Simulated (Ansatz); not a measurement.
Total energies of C2H7AlSi, SMILES `[CH2]1[AlH][CH2][SiH2]1`.

Z-matrix (Å, degrees):
```
Si
Al 1 2.614
C 1 1.890 2 48.6
C 1 1.890 2 48.6 3 -161.2
H 1 1.492 2 110.7 3 99.4
H 1 1.491 2 140.7 3 -80.6
H 2 1.588 1 168.0 3 -99.4
H 3 1.090 1 118.5 2 125.2
H 3 1.098 1 110.7 2 -109.9
H 4 1.098 1 110.7 2 109.8
H 4 1.090 1 118.6 2 -125.3
```

The species carries charge 0 and has multiplicity 1. The structure was optimised at the PBE0-D4/def2-TZVP level. Basis def2-TZVPP, Ansatz.

RPA on PBE orbitals: Hartree–Fock energy of these orbitals -610.64891 Eh, correlation -0.98173 Eh (frozen core).

```json
{"functional": "LDA (SPW92)", "energy without D4 (Eh)": "-609.39588", "D4 term (kJ/mol)": "–"}
{"functional": "revPBE", "energy without D4 (Eh)": "-612.24281", "D4 term (kJ/mol)": "-68.0"}
{"functional": "r2SCAN", "energy without D4 (Eh)": "-612.27944", "D4 term (kJ/mol)": "-5.5"}
{"functional": "B97M-V", "energy without D4 (Eh)": "-612.26045", "D4 term (kJ/mol)": "–"}
{"functional": "PBE0", "energy without D4 (Eh)": "-612.04599", "D4 term (kJ/mol)": "-20.0"}
{"functional": "r2SCANh", "energy without D4 (Eh)": "-612.27369", "D4 term (kJ/mol)": "-5.9"}
{"functional": "BHLYP", "energy without D4 (Eh)": "-612.33168", "D4 term (kJ/mol)": "-31.3"}
{"functional": "ωB97X-V", "energy without D4 (Eh)": "-612.27645", "D4 term (kJ/mol)": "–"}
{"functional": "ωB97M-V", "energy without D4 (Eh)": "-612.29475", "D4 term (kJ/mol)": "–"}
{"functional": "PBE-QIDH", "energy without D4 (Eh)": "-611.86205", "D4 term (kJ/mol)": "–"}
```

Give the same for PBE, BLYP, B3LYP, r2SCAN0, HSE06 (plane-wave form), CAM-B3LYP, LC-ωPBE, B2PLYP. (An estimate is asked.)

Computed: 
```json
{"functional": "PBE", "energy without D4 (Eh)": "-611.97572", "D4 term (kJ/mol)": "-23.7"}
{"functional": "BLYP", "energy without D4 (Eh)": "-612.32713", "D4 term (kJ/mol)": "-51.8"}
{"functional": "B3LYP", "energy without D4 (Eh)": "-612.43246", "D4 term (kJ/mol)": "-38.5"}
{"functional": "r2SCAN0", "energy without D4 (Eh)": "-612.26592", "D4 term (kJ/mol)": "-6.6"}
{"functional": "HSE06 (plane-wave form)", "energy without D4 (Eh)": "-612.02800", "D4 term (kJ/mol)": "-18.7"}
{"functional": "CAM-B3LYP", "energy without D4 (Eh)": "-612.34262", "D4 term (kJ/mol)": "-20.4"}
{"functional": "LC-ωPBE", "energy without D4 (Eh)": "-612.15975", "D4 term (kJ/mol)": "–"}
{"functional": "B2PLYP", "energy without D4 (Eh)": "-612.06458", "D4 term (kJ/mol)": "–"}
```

B3LYP takes the VWN-RPA correlation (the form of Gaussian; ORCA's B3LYP/G). HSE06 is the plane-wave form, built on full-range PBE exchange. The double hybrids freeze the cores in their second-order part.

LC-ωPBE has ω = 0.4 bohr⁻¹.
